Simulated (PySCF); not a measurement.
Si(Cl)(F)(SeH)2 (ClFH2Se2Si), SMILES [SeH][Si](Cl)([SeH])F. Geometry optimised at PBE-D3(BJ)/def2-SVP. Other conformers were not sampled.

Computed with PBE-D3(BJ)/def2-SVP run with PySCF 2.14.0.

Harmonic wavenumbers (cm⁻¹): 86, 113, 154, 171, 195, 203, 247, 316, 486, 555, 645, 662, 878, 2353, 2363. Rotational constants (GHz): 1.373, 0.7400, 0.5862; symmetry number 1.

**Question.** Work out the zero-point energy and the ideal-gas rigid-rotor harmonic-oscillator thermochemistry at 298.15 K and 1 atm.

**Answer.** ZPE = ½ Σ hcν = ½ × 9426 cm⁻¹ = 13.48 kcal/mol. H − E(el) = 19.28 kcal/mol. Entropy in cal/(mol K): translation 42.36, rotation 30.67, vibration 21.50, total 94.52. G − E(el) = -8.90 kcal/mol. Cp = 27.50 cal/(mol K). Modes under 150 cm⁻¹ make the vibrational entropy uncertain.
